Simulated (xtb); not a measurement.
HI₃OSi, SMILES I[Si](I)(O)I. All values are semi-empirical tight-binding results from xtb (GFN2-xTB unless named), good for trends rather than for accurate numbers. The structure is a stationary point at GFN2-xTB. The values are those of a single conformer.

| Quantity | Result |
|---|---|
| point group as xtb finds it | Cs |
| orbital gap | 4.79 eV |
| zero-point energy | 10.5 kcal/mol |
| G − E(el) at 298.15 K (modified RRHO) | -13.3 kcal/mol |
| static polarisability (D4 model) | 129.6 bohr³ |
| solvation energy, GFN2-xTB/ALPB(water) | -9.7 kcal/mol |
| solvation energy, GFN2-xTB/ALPB(hexane) | -9.0 kcal/mol |
